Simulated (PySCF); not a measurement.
## SiHF + 2 Cl₂ → SiCl₄ + HF

Level: PBE0 in the def2-TZVP basis family, all electrons, no relativity, computed in PySCF with density fitting; open shells unrestricted.

```tsv
species	state and structure	E (Eh)	ZPE (kJ/mol)	H(298 K) − H(0) (kJ/mol)	S° (J/(mol K))
SiHF	singlet, Cs, Si–F 1.612 Å, Si–H 1.541 Å; F–Si–H 96.3°	-389.76329	22.1	10.2	239.0
Cl₂	singlet, D∞h, Cl–Cl 1.982 Å	-920.08940	3.5	9.1	222.5
SiCl₄	singlet, Td, Si–Cl 2.022 Å (×4)	-2129.84957	19.4	19.5	331.3
HF	singlet, C∞v, H–F 0.920 Å	-100.39188	24.9	8.7	173.6
```

**Question.** What is the electronic reaction energy?

**Answer.** At PBE0/def2-TZVP, ΔE = -786.0 kJ/mol from the differences of the total energies times 2625.5, downhill. Chlorination of this kind underlies dry etching.

**Question.** Add zero-point, thermal and entropy terms for 298.15 K and 1 bar.

**Answer.** ΔZPE = 15.2 and Δ[H(298) − H(0)] = -0.2 kJ/mol give ΔH° = -771.0 kJ/mol. ΔS° = -179.1 J/(mol K), so ΔG° = -771.0 − 298.15 × (-0.1791) = -718 kJ/mol.

Each species is the lowest minimum found with this bonding; other isomers or fragments can lie lower.
